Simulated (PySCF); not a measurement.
Ta(NH)(OH)(NH2)2 (H6N3OTa), SMILES [NH]=[Ta]([NH2])([NH2])[OH], multiplicity 1. Geometry: PBE0-D3(BJ)/def2-SVP. The multiplicity is an assumed one; no other spin state was optimised. The structure was generated by enumeration; whether it is a known compound was not checked. The def2 effective core potentials stand for the cores of Ta; spin–orbit coupling is left out. One conformer was computed; it need not be the lowest.

Computed equilibrium geometry at PBE0-D3(BJ)/def2-SVP (PySCF confirms it by a frequency run) as bond lengths and angles, and its point group (one conformer of several):
point group Cs.
Atoms: Ta1 N2 H3 O4 H5 N6 H7 H8 N9 H10 H11. Bonds (Å): Ta1–N2 1.772, Ta1–O4 1.921, Ta1–N6 1.993, Ta1–N9 1.993, N2–H3 1.012, O4–H5 0.958, N6–H7 1.015, N6–H8 1.018, N9–H10 1.015, N9–H11 1.018. Bond angles (°): N2–Ta1–O4 115.8, N2–Ta1–N6 105.6, N2–Ta1–N9 105.6, O4–Ta1–N6 109.0, O4–Ta1–N9 109.0, N6–Ta1–N9 111.8, Ta1–N2–H3 172.9, Ta1–O4–H5 140.7, Ta1–N6–H7 126.6, Ta1–N6–H8 123.8, H7–N6–H8 109.4, Ta1–N9–H10 126.6, Ta1–N9–H11 123.8, H10–N9–H11 109.4.
Charge 0, spin multiplicity 1.
